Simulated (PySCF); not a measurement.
# Substituent chemical shifts

Parent skeleton `[BH2-:1]1[O:2][CH:3]=[CH:4][CH:5]=[O+:6]1`; one hydrogen on atom 5 is replaced by X. Hydrogens on one atom are averaged.

[PySCF 2.14.0 with density-fitted response routines: coordinates at the PBE0-D3(BJ)/def2-SVP level; GIAO PBE0/pcSseg-1 shieldings; relativity neglected; one averaged value for each set of equivalent atoms; in vacuum; one conformer]

Scale: 11B (σref 100.73) vs BF3·OEt2; 17O (σref 334.56) against H2O; 13C (σref 184.41) and 1H (σref 31.27) vs TMS (reference shieldings calculated alike).

Parent (X = H): B1 4.4, O2 288.4, C3 186.2, C4 101.7, C5 186.2, O6 288.4, H(B1) 4.27, H(C3) 7.46, H(C4) 4.95 ppm. Effects are Δδ = δ(X) − δ(H), positive for deshielding.

Problem. Give Δδ (ppm) for X = iPr, cPr, CH2OCH3, OSiMe3, allyl, OCH3, CF3, N(SiH3)2.

Solution. 
```csv
X,SMILES,B1,O2,C3,C4,C5,O6,H(B1),H(C3),H(C4)
iPr,CC(C)C1=[O+][BH2-]OC=C1,-5.1,-12.1,-0.6,+0.1,+21.4,+9.8,-0.55,+0.22,+0.59
cPr,[BH2-]1OC=CC(C2CC2)=[O+]1,-4.8,-15.3,-3.3,+4.0,+15.2,-34.7,-0.60,+0.10,+0.73
CH2OCH3,COCC1=[O+][BH2-]OC=C1,-4.9,-5.3,+0.2,+1.7,+12.1,-26.7,-0.54,+0.30,+1.16
OSiMe3,C[Si](C)(C)OC1=[O+][BH2-]OC=C1,-0.5,-38.8,-3.8,-14.4,-8.9,-54.0,-0.10,-0.08,-0.36
allyl,C=CCC1=[O+][BH2-]OC=C1,-5.0,-7.3,-0.4,+2.8,+13.4,+2.0,-0.50,+0.19,+0.76
OCH3,COC1=[O+][BH2-]OC=C1,-3.3,-37.2,-2.1,-11.0,-6.0,-58.5,-0.49,+0.16,+0.13
CF3,FC(F)(F)C1=[O+][BH2-]OC=C1,+1.3,+11.0,+3.3,-4.5,-3.8,-13.8,+0.09,+0.22,+0.28
N(SiH3)2,[SiH3]N([SiH3])C1=[O+][BH2-]OC=C1,-4.0,-31.2,-4.1,-10.1,-5.7,-53.3,-0.49,+0.18,+0.08
```

Problem. Which position responds most, and to which substituents?

Solution. O6: from -58.5 ppm with OCH3 to +9.8 ppm with iPr.

Unscaled 17O shifts of doubly bonded oxygen tend to come out too high, by tens of ppm or more. Experimental scales use liquid or dissolved standards, which lie at an offset from isolated H2O (liquid H2O: subtract about 36 ppm).
